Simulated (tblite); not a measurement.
C₁₂H₇Br.
Atom-mapped SMILES: `[Br:1][C:2]1=[CH:3][c:4]2[cH:5][c:6]3[c:7]([cH:8][c:9]2=[CH:10]1)[CH:11]=[CH:12][CH:13]=3` (hydrogens: H14 on C3; H15 on C5; H16 on C8; H17 on C10; H18 on C11; H19 on C12; H20 on C13)

Computed with GFN2-xTB (tblite), gas phase: L-BFGS steps from a force-field or distance-geometry start until the largest atomic force falls under 0.01 eV/Å.

Step 7: E = -905.4929 eV
```
atom  x, y, z in Å  |  force x, y, z in eV/Å
Br1    -5.1551   -0.2600   -0.3519   -0.049   0.023  -0.052
C2     -3.2744   -0.1358   -0.2783    0.076   0.001   0.021
C3     -2.4554    0.4286   -1.2290   -0.003  -0.052   0.084
C4     -1.1052    0.2994   -0.7593   -0.049  -0.040   0.115
C5      0.1032    0.6848   -1.2955   -0.018  -0.120   0.219
C6      1.2494    0.3844   -0.5325    0.037   0.002  -0.029
C7      1.1772   -0.2894    0.7453    0.032   0.076  -0.121
C8     -0.0248   -0.6684    1.2826    0.068   0.087  -0.126
C9     -1.1746   -0.3705    0.5236    0.048  -0.027   0.021
C10    -2.5100   -0.6318    0.8062    0.033   0.035  -0.056
C11     2.5300   -0.4197    1.2174    0.014  -0.006   0.012
C12     3.3739    0.1378    0.2902   -0.076  -0.001  -0.041
C13     2.5983    0.6322   -0.7893   -0.006   0.000   0.049
H14    -2.7588    0.8820   -2.1545   -0.014  -0.017   0.032
H15     0.1883    1.1932   -2.2507   -0.046  -0.094   0.159
H16    -0.1067   -1.1677    2.2405    0.012   0.041  -0.098
H17    -2.8764   -1.1214    1.6924   -0.115   0.055  -0.128
H18     2.8051   -0.8839    2.1477    0.024   0.021  -0.026
H19     4.4477    0.1916    0.3634   -0.117   0.012  -0.042
H20     2.9631    1.1255   -1.6713    0.148   0.005   0.007
```

Step 8: E = -905.4997 eV
```
atom  x, y, z in Å  |  force x, y, z in eV/Å
Br1    -5.1604   -0.2588   -0.3551    0.050   0.026  -0.041
C2     -3.2742   -0.1371   -0.2756    0.016   0.005   0.001
C3     -2.4529    0.4268   -1.2258   -0.065  -0.038   0.061
C4     -1.1059    0.2975   -0.7543   -0.036  -0.033   0.075
C5      0.1012    0.6836   -1.2936    0.039  -0.123   0.236
C6      1.2491    0.3861   -0.5365    0.079  -0.025   0.048
C7      1.1780   -0.2868    0.7410   -0.007   0.032  -0.048
C8     -0.0231   -0.6680    1.2825    0.045   0.110  -0.186
C9     -1.1736   -0.3728    0.5273    0.017   0.001  -0.013
C10    -2.5110   -0.6323    0.8075   -0.066   0.001  -0.017
C11     2.5269   -0.4191    1.2159    0.123   0.025  -0.031
C12     3.3742    0.1384    0.2884   -0.081  -0.002  -0.030
C13     2.6007    0.6333   -0.7896    0.037   0.012   0.009
H14    -2.7594    0.8800   -2.1505    0.006  -0.014   0.028
H15     0.1895    1.1904   -2.2462   -0.077  -0.048   0.069
H16    -0.1092   -1.1670    2.2376    0.049   0.009  -0.027
H17    -2.8920   -1.1209    1.6885   -0.052   0.052  -0.111
H18     2.8085   -0.8817    2.1445   -0.008   0.007  -0.006
H19     4.4491    0.1942    0.3582   -0.157  -0.003  -0.021
H20     2.9793    1.1248   -1.6675    0.088   0.006   0.001
```

Step 9: E = -905.5048 eV
```
atom  x, y, z in Å  |  force x, y, z in eV/Å
Br1    -5.1636   -0.2573   -0.3584    0.104   0.025  -0.031
C2     -3.2741   -0.1381   -0.2733   -0.037   0.001  -0.004
C3     -2.4517    0.4251   -1.2229   -0.074  -0.019   0.039
C4     -1.1073    0.2955   -0.7488   -0.004  -0.009   0.004
C5      0.1001    0.6808   -1.2885    0.053  -0.083   0.166
C6      1.2503    0.3869   -0.5388    0.095  -0.024   0.071
C7      1.1794   -0.2843    0.7371    0.012  -0.009   0.027
C8     -0.0210   -0.6660    1.2798    0.006   0.063  -0.116
C9     -1.1724   -0.3746    0.5298   -0.084   0.010  -0.019
C10    -2.5125   -0.6327    0.8085   -0.081   0.003  -0.032
C11     2.5260   -0.4182    1.2141    0.110   0.000   0.018
C12     3.3727    0.1387    0.2868    0.004   0.031  -0.063
C13     2.6033    0.6349   -0.7904    0.040   0.008  -0.012
H14    -2.7598    0.8781   -2.1468    0.016  -0.005   0.011
H15     0.1886    1.1865   -2.2398   -0.094  -0.018   0.010
H16    -0.1098   -1.1656    2.2338    0.081   0.003  -0.005
H17    -2.9045   -1.1194    1.6831   -0.029   0.013  -0.031
H18     2.8110   -0.8800    2.1423   -0.029   0.006  -0.009
H19     4.4473    0.1961    0.3539   -0.136  -0.012  -0.002
H20     2.9929    1.1242   -1.6643    0.047   0.017  -0.021
```

Problem. Estimate the geometry and energy of step 10. (The exact step hangs on the optimiser's Hessian estimate; all steps are aligned on step 9, rigid shifts and turns removed.)

Solution. E = -905.5078 eV, largest force 0.098 eV/Å
```
atom  x, y, z in Å  |  force x, y, z in eV/Å
Br1    -5.1637   -0.2559   -0.3609    0.092   0.022  -0.026
C2     -3.2747   -0.1387   -0.2721   -0.072   0.000  -0.010
C3     -2.4519    0.4238   -1.2206   -0.036   0.018  -0.021
C4     -1.1085    0.2941   -0.7455    0.003  -0.002  -0.021
C5      0.1003    0.6778   -1.2830    0.046  -0.023   0.051
C6      1.2526    0.3870   -0.5390    0.050  -0.017   0.062
C7      1.1812   -0.2829    0.7354    0.025  -0.031   0.066
C8     -0.0197   -0.6639    1.2766   -0.033   0.013  -0.036
C9     -1.1734   -0.3755    0.5310   -0.075   0.013  -0.011
C10    -2.5144   -0.6327    0.8082   -0.088  -0.016   0.003
C11     2.5268   -0.4178    1.2135    0.074   0.011  -0.008
C12     3.3718    0.1395    0.2846    0.006   0.016  -0.022
C13     2.6055    0.6360   -0.7912    0.048   0.019  -0.049
H14    -2.7598    0.8769   -2.1445    0.019  -0.002   0.006
H15     0.1862    1.1834   -2.2349   -0.092  -0.014   0.004
H16    -0.1085   -1.1644    2.2306    0.092   0.005  -0.003
H17    -2.9123   -1.1182    1.6793   -0.020  -0.012   0.019
H18     2.8120   -0.8789    2.1409   -0.020  -0.007   0.015
H19     4.4436    0.1969    0.3514   -0.035  -0.009   0.008
H20     3.0016    1.1242   -1.6629    0.017   0.019  -0.028
```

The energy changes by -0.0030 eV. The first-order estimate −F·Δx gives -0.0044 eV and the mean of the old and new forces, exact on a quadratic surface, -0.0030 eV. The step makes an angle of 55° with the force vector and moves no atom by more than 0.009 Å.

The cost below is that of the whole relaxation. On one thread of an Arm Neoverse N1, no GPU, shared host with 64 logical CPUs at a one-minute load of 59, this took 0.58 s of wall time.
